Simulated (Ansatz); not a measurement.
One step, several reactants

Four-centre ligand exchange, with the central atom changed down its group and all else kept; in the first member these bonds form or tighten: Br–Si, Cl–H; these break or loosen: Br–H, Cl–Si.

Gas-phase electronic energies, without zero-point energy, by CCSD(T) at an estimated basis limit (MP2 extrapolated from triple and quadruple zeta, plus CCSD(T) − MP2 in triple zeta); Ansatz 0.2.0, def2-TZVPP and QZVPP, frozen cores, core potentials past krypton, on PBE0-D4/def2-TZVP structures. Extrapolation: Hartree–Fock as exp(−7.88 √X), correlation as X^−2.97. All energies, in kcal/mol, count from the separated reactants, without counterpoise correction; the start and end structures are the complexes reached by relaxing down from the saddle, and deeper ones may exist. Brackets give SMILES, or, where every atom is bracketed, only which atoms are joined. Steps whose reference was doubtful or whose search ended elsewhere are left out.

| reactants | products | start structure | saddle | end structure | saddle by PBE0-D4/TZ |
| --- | --- | --- | --- | --- | --- |
| SiH₃Cl ([SiH3][Cl]) + HBr | SiH₃Br ([SiH3][Br]) + HCl | -2.51 | ? | -2.62 | 30.12 |
| GeH₃Cl ([Cl][GeH3]) + HBr | GeH₃Br ([GeH3][Br]) + HCl | -3.13 | 32.00 | -5.72 | 26.10 |
| SnH₃Cl ([Cl][SnH3]) + HBr | SnH₃Br ([Br][SnH3]) + HCl | -3.80 | 18.63 | -7.75 | 14.87 |

**Question.** What is the height of the saddle for SiH₃Cl ([SiH3][Cl]) + HBr? (To be estimated.)

**Answer.** Computed: 35.83 kcal/mol relative to the separated reactants, the highest of the series; above its start structure the barrier is 35.83 − (-2.51) ≈ 38.34 kcal/mol.

The saddle falls down the group: the larger centre, with longer and weaker bonds, takes on an extra partner at less cost.

**Question.** How do the PBE0-D4 saddles lie against the coupled-cluster estimate?

**Answer.** All lower, by 3.75 to 5.90 kcal/mol.

No T1 diagnostic of these runs exceeds 0.012. The filled d shells of Br, Ge, Sn are correlated in sets not built for that, so values that involve them are less sure.

For scale, one of the runs: CCSD(T)/def2-TZVPP, 196 basis functions (an equivalent command: `ansatz run in.yaml --threads 4`). Hardware: 4 CPU threads, shared host. Wall time 74 s; peak host memory 2.6 GiB.
